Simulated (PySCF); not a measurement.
**Exercise with solution: dipole moment from atomic charges**

Al(H)(OH)(SiH3) (AlH5OSi), SMILES [AlH]([OH])[SiH3]. Atoms are numbered in the order given.

```xyz
8

Al    -0.5477     0.7415     0.0000
H     -2.0503     1.2433     0.0000
O      0.7061     1.8939     0.0000
H      0.5626     2.8419     0.0000
Si     0.1506    -1.6058     0.0000
H     -0.3876    -2.3127     1.1935
H     -0.3876    -2.3127    -1.1935
H      1.6255    -1.7698     0.0000
```

Geometry: B3LYP-D3(BJ)/def2-TZVP. Other conformers were not sampled.

Charges (e) from M06-2X/def2-TZVPD in PySCF:

```csv
atom,IAO,ESP fit
Al1,0.849,0.844
H2,-0.226,-0.290
O3,-0.845,-0.787
H4,0.366,0.402
Si5,0.165,-0.103
H6,-0.105,-0.033
H7,-0.105,-0.033
H8,-0.100,0.000
```

The dipole moment of the full density is 1.33 D.

**Question.** What dipole moment does each set of point charges give, and which comes closer to that of the density?

**Answer.** 
μ = Σ q r, and 1 e Å = 4.8032 D.
IAO: Σ q r = (-0.449, 0.186, 0.000) e Å, |μ| = 2.33 D.
ESP fit: Σ q r = (-0.187, 0.235, 0.000) e Å, |μ| = 1.44 D.
ESP fit comes closer in size. Point charges leave out the atoms' own dipoles (lone pairs, polarised bonds); fits to the potential absorb them, partitions of the density don't.
